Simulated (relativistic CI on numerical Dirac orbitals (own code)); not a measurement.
Crystal-field levels of Cr⁺, 3d5

Calculated by Dirac-Coulomb-Breit CI, separate exchange-only KLI orbitals for each configuration, model QED, valence Slater integrals scaled by 0.65, one configuration in a parametric crystal field (own radial code).

Field parameters in Wybourne normalisation: Oh B⁴₀ = 21Dq, B⁴₄ = √(5/14) B⁴₀. The field is a parameter set, without covalency.

S is read from ⟨S²⟩ = S(S + 1).

Levels (cm⁻¹, degeneracy): 0 (6), 13440 (2), 13449 (4), 13480 (4), 13503 (2), 15584 (2), 15607 (4), 15652 (2), 15655 (4), 16423 (4), 16425 (2), 16430 (4).

Q: Which field gives this pattern?
A. Oh, 10Dq = 17600 cm⁻¹
B. Oh, 10Dq = 6200 cm⁻¹
C. Oh, 10Dq = 4300 cm⁻¹
D. Oh, 10Dq = 10000 cm⁻¹

A: C. Oh, 10Dq = 4300 cm⁻¹, ground level with S = 2.50.
